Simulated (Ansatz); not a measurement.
`[CH3][Al]([NH2])[CH2]F`, charge 0, multiplicity 1.

(1) Give a relaxed structure at PBE0-D4/def2-TZVP (Ansatz). (An estimate is asked.)

Answers

(1) Computed: 
Cartesian coordinates in Å:
```
C 0.061 1.104 -1.522
Al -0.192 0.056 0.097
N -1.630 0.262 1.111
C 1.128 -1.295 0.711
F 2.210 -1.348 -0.184
H -0.761 1.800 -1.707
H 0.987 1.685 -1.469
H 0.155 0.453 -2.396
H -1.827 -0.243 1.960
H -2.378 0.910 0.920
H 0.709 -2.307 0.775
H 1.538 -1.075 1.705
```
Point group Cs.
This is one stationary point; other conformers may exist.
